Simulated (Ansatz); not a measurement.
`CCB(O)Br` + HBr → `OB(Br)Br` + `CC` at 298.15 K and 1 bar (ligand exchange at a B–C bond).

Calculated with Ansatz (gas phase, PBE0-D4/def2-TZVP geometries, no zero-point term in ΔE). CCSD(T)/CBS is the MP2 limit (def2-TZVPP, def2-QZVPP) plus CCSD(T) − MP2 in def2-TZVPP, frozen cores. This one scheme is used for every species. For Br outer-core shells are correlated without core-valence functions, which leaves a few kJ/mol of doubt a bond. Scalar relativity is left out up to krypton. Each species was taken in one conformer, which may not be the lowest.

| species | CCSD(T)/CBS energy (Eh) | H − E (kJ/mol) | S (J/(mol·K)) |
| --- | --- | --- | --- |
| `CCB(O)Br` | -2753.11054 | 244.3 | 351.8 |
| HBr | -2573.91920 | 24.6 | 198.6 |
| `OB(Br)Br` | -5247.33602 | 68.8 | 319.1 |
| `CC` | -79.71954 | 207.7 | 227.7 |

H − E and S are ideal-gas, rigid-rotor, harmonic terms from PBE0-D4/def2-TZVP, for one conformer and one mirror image of each species. 1 Eh = 2625.50 kJ/mol, R = 8.31446 J/(mol·K).

**Question.** By hand: ΔE, ΔH, ΔS and ΔG.

**Answer.** ΔE = (-5247.33602) + (-79.71954) − (-2753.11054) − (-2573.91920) = -0.02582 Eh = -67.8 kJ/mol. Δ(H − E) = 68.8 + 207.7 − 244.3 − 24.6 = 7.6, so ΔH = -60.2 kJ/mol. ΔS = 319.1 + 227.7 − 351.8 − 198.6 = -3.6 J/(mol·K). ΔG = -60.2 − 298.15 × (-3.6)/1000 = -59.1 kJ/mol.

**Question.** By hand: the equilibrium constant, and the temperature at which ΔG would vanish if ΔH and ΔS stayed fixed.

**Answer.** log₁₀ K = −ΔG/(RT ln 10) = 10.4. ΔG = 0 at ΔH/ΔS = 16722 K, far beyond where these terms or the molecules hold.

The number of gas molecules stays the same, so ΔS is small and ΔH decides. A doubt of 5 kJ/mol in ΔE shifts log₁₀ K by 0.9 here. Other conformers and mirror images would add mixing entropy, several J/(mol·K) or more a flexible species. Modes under 60 cm⁻¹, often nearly free rotors, make the harmonic entropy too high. These are equilibria of isolated gas molecules and say nothing of rates. Largest T1 diagnostic: 0.010 (customary marks: 0.02 for closed shells, 0.045 for open ones).
